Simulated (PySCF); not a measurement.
SCF from a fresh guess for singlet AsO₂I, at the PBE0 minimum. PySCF input:

```python
from pyscf import gto, scf, dft
mol = gto.M(atom='''
As    -1.260020     0.000000     0.000000
O     -1.909730    -1.466110    -0.000000
O     -1.909730     1.466110    -0.000000
I      1.225290     0.000000    -0.000000''',
    basis={'As': 'def2-TZVP', 'O': 'def2-TZVP', 'I': 'def2-TZVP'},
    ecp={'I': 'def2-TZVP'},
    charge=0, spin=0)
mf = dft.RKS(mol, xc='PBE0')
mf.grids.atom_grid = (50, 194)
aux = {'As': 'def2-universal-JKFIT', 'O': 'def2-universal-JKFIT', 'I': 'def2-universal-JKFIT'}
mf = mf.density_fit(auxbasis=aux)
mf.conv_tol = 1e-08
mf.diis_space = 10
mf.max_cycle = 60
mf.init_guess = 'minao'
mf.verbose = 4
mf.kernel()
```

Excerpt of the output (cycles and frontier levels):

```
init E= -2641.16935473134
  HOMO = -0.665019850198432  LUMO = -0.592381561100125  gap/eV = 1.97659
cycle= 1 E= -2681.64159562872  delta_E= -40.5  |g|= 3.46  |ddm|= 19.3
  HOMO = -0.0947148875993086  LUMO = -0.00972615934262255  gap/eV = 2.31266
cycle= 2 E= -2677.11066597111  delta_E= 4.53  |g|= 4.58  |ddm|= 10.6
  HOMO = -0.0428856336741136  LUMO = -0.00998404523339844  gap/eV = 0.89530
cycle= 3 E= -2681.75871678418  delta_E= -4.65  |g|= 2.59  |ddm|= 8.21
  HOMO = -0.316137639919727  LUMO = -0.116302271009541  gap/eV = 5.43780
cycle= 4 E= -2683.48079489117  delta_E= -1.72  |g|= 0.897  |ddm|= 3.34
  HOMO = -0.303171425866922  LUMO = -0.158025026257999  gap/eV = 3.94963
cycle= 5 E= -2683.5651750054  delta_E= -0.0844  |g|= 0.711  |ddm|= 1.17
  HOMO = -0.309211915442277  LUMO = -0.132183005708921  gap/eV = 4.81720
cycle= 6 E= -2683.65294805669  delta_E= -0.0878  |g|= 0.128  |ddm|= 0.499
  HOMO = -0.32198852612148  LUMO = -0.132053892522857  gap/eV = 5.16838
cycle= 7 E= -2683.65666098186  delta_E= -0.00371  |g|= 0.0184  |ddm|= 0.137
  HOMO = -0.324042116689425  LUMO = -0.131391514364229  gap/eV = 5.24229
cycle= 8 E= -2683.65673713694  delta_E= -7.62e-05  |g|= 0.0119  |ddm|= 0.0335
  HOMO = -0.32328662681797  LUMO = -0.131169721191289  gap/eV = 5.22777
cycle= 9 E= -2683.65676433582  delta_E= -2.72e-05  |g|= 0.00201  |ddm|= 0.0126
  HOMO = -0.323187850893577  LUMO = -0.130991753910721  gap/eV = 5.22992
cycle= 10 E= -2683.65676550639  delta_E= -1.17e-06  |g|= 0.000458  |ddm|= 0.00298
  HOMO = -0.323246000991581  LUMO = -0.131064629916429  gap/eV = 5.22952
cycle= 11 E= -2683.65676558896  delta_E= -8.26e-08  |g|= 9.72e-05  |ddm|= 0.000747
  HOMO = -0.323241576602221  LUMO = -0.1310550926898  gap/eV = 5.22966
cycle= 12 E= -2683.65676559222  delta_E= -3.26e-09  |g|= 1.26e-05  |ddm|= 0.000155
  HOMO = -0.323240882303546  LUMO = -0.131055272874833  gap/eV = 5.22964
Extra cycle  E= -2683.65676559228  delta_E= -5.82e-11  |g|= 1.03e-05  |ddm|= 2.72e-05
converged SCF energy = -2683.65676559228
```

No lower solution of this spin was found by a stability analysis within the restricted form, which does not test spin polarisation.

The search for the lowest solution, with the stability check, took 6.4 s on 4 threads of a shared Intel Xeon 6975P-C (Granite Rapids) host, with 160 basis functions; the process peaked at 0.52 GiB.
